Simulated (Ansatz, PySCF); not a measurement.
This Ansatz (a program for electronic structure) input computes a CAM-B3LYP/def2-TZVPD energy:

Ansatz 0.2 input:
```yaml
crystal:
  periodic: [false, false, false]
  atoms:
    - {symbol: O, position_ang: [-1.20865748, -0.76389175, -0.02986086]}
    - {symbol: B, position_ang: [-0.04392350, -0.02776039, -0.00108517]}
    - {symbol: O, position_ang: [-0.19589077, 1.32381661, 0.13294235]}
    - {symbol: O, position_ang: [1.11595131, -0.74232296, -0.11021152]}
    - {symbol: H, position_ang: [0.59972762, 1.85068936, 0.02230521]}
    - {symbol: H, position_ang: [1.92866542, -0.25270266, 0.04016078]}
basis:
  gaussian:
    orbitals: def2-TZVPD
hamiltonian:
  xc: {name: CAM-B3LYP}
magnetization: {spin_polarized: true, initial_magnetization: 1}
output: {forces: true}
```

Problem. Write an input for the same energy in PySCF and say what it gives.

Solution. 
```python
from pyscf import gto, scf, dft

mol = gto.M(
    atom='''
    O    -1.20865748   -0.76389175   -0.02986086
    B    -0.04392350   -0.02776039   -0.00108517
    O    -0.19589077    1.32381661    0.13294235
    O     1.11595131   -0.74232296   -0.11021152
    H     0.59972762    1.85068936    0.02230521
    H     1.92866542   -0.25270266    0.04016078
    ''',
    basis='def2-tzvpd',
    charge=0,
    spin=1,
    verbose=4,
)

mf = dft.UKS(mol, xc='camb3lyp').density_fit(auxbasis='def2-universal-jkfit')
mf.grids.level = 3
mf.conv_tol = 1e-9
mf.max_cycle = 100
mf.max_memory = 1500
mf.kernel()
if not mf.converged:
    mf = mf.newton()
    mf.kernel(mf.make_rdm1())
for _ in range(2):
    mo, _, stable, _ = mf.stability(return_status=True)
    if stable:
        break
    mf.kernel(mf.make_rdm1(mo, mf.mo_occ))
mf.analyze()
```
It gives -251.82655 Eh, and Ansatz -251.82650 Eh, a difference of 0.05 mEh, from the treatment of integrals and grids.

It need not be the lowest isomer of its formula.
